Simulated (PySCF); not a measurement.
Stretching NaHg

Set-up: Na def2-SVP, Hg def2-SVP with ECP60; scalar-relativistic core potentials (PySCF 2.14). Energies in eV from Na + Hg in their ground configurations at the same level. State: ²Σ⁺ (doublet), unpaired electrons σ ↑.

All columns are UHF. A positive dipole means Na(−)Hg(+).

```json
{"R (Å)": "3.085", "E (eV)": "0.209", "μ (D)": "1.40", "Mulliken charge on Na (basis-dependent)": "0.04", "HOMO (eV)": "-4.50", "LUMO (eV)": "0.69", "Mayer bond order": "0.25", "⟨S²⟩": "0.76"}
{"R (Å)": "3.228", "E (eV)": "0.155", "μ (D)": "1.25", "Mulliken charge on Na (basis-dependent)": "0.03", "HOMO (eV)": "-4.54", "LUMO (eV)": "0.66", "Mayer bond order": "0.22", "⟨S²⟩": "0.76"}
{"R (Å)": "3.372", "E (eV)": "0.118", "μ (D)": "1.11", "Mulliken charge on Na (basis-dependent)": "0.02", "HOMO (eV)": "-4.59", "LUMO (eV)": "0.63", "Mayer bond order": "0.18", "⟨S²⟩": "0.75"}
{"R (Å)": "3.479", "E (eV)": "0.097", "μ (D)": "1.01", "Mulliken charge on Na (basis-dependent)": "0.01", "HOMO (eV)": "-4.62", "LUMO (eV)": "0.61", "Mayer bond order": "0.16", "⟨S²⟩": "0.75"}
{"R (Å)": "3.587", "E (eV)": "0.081", "μ (D)": "0.91", "Mulliken charge on Na (basis-dependent)": "0.01", "HOMO (eV)": "-4.65", "LUMO (eV)": "0.59", "Mayer bond order": "0.14", "⟨S²⟩": "0.75"}
{"R (Å)": "3.695", "E (eV)": "0.068", "μ (D)": "0.81", "Mulliken charge on Na (basis-dependent)": "0.01", "HOMO (eV)": "-4.67", "LUMO (eV)": "0.58", "Mayer bond order": "0.12", "⟨S²⟩": "0.75"}
{"R (Å)": "3.838", "E (eV)": "0.054", "μ (D)": "0.70", "Mulliken charge on Na (basis-dependent)": "0.01", "HOMO (eV)": "-4.71", "LUMO (eV)": "0.56", "Mayer bond order": "0.09", "⟨S²⟩": "0.75"}
{"R (Å)": "4.017", "E (eV)": "0.041", "μ (D)": "0.57", "Mulliken charge on Na (basis-dependent)": "0.00", "HOMO (eV)": "-4.74", "LUMO (eV)": "0.55", "Mayer bond order": "0.07", "⟨S²⟩": "0.75"}
{"R (Å)": "4.233", "E (eV)": "0.029", "μ (D)": "0.44", "Mulliken charge on Na (basis-dependent)": "0.00", "HOMO (eV)": "-4.78", "LUMO (eV)": "0.53", "Mayer bond order": "0.05", "⟨S²⟩": "0.75"}
{"R (Å)": "4.520", "E (eV)": "0.018", "μ (D)": "0.30", "Mulliken charge on Na (basis-dependent)": "0.00", "HOMO (eV)": "-4.81", "LUMO (eV)": "0.52", "Mayer bond order": "0.03", "⟨S²⟩": "0.75"}
```

Spin–orbit coupling is left out. Hartree–Fock leaves out correlation, which carries a large part of most bond energies and some tenths to 1 eV of ionisation energies. The state is the lowest determinant that a PBE0 search found; another state may lie lower at other levels.
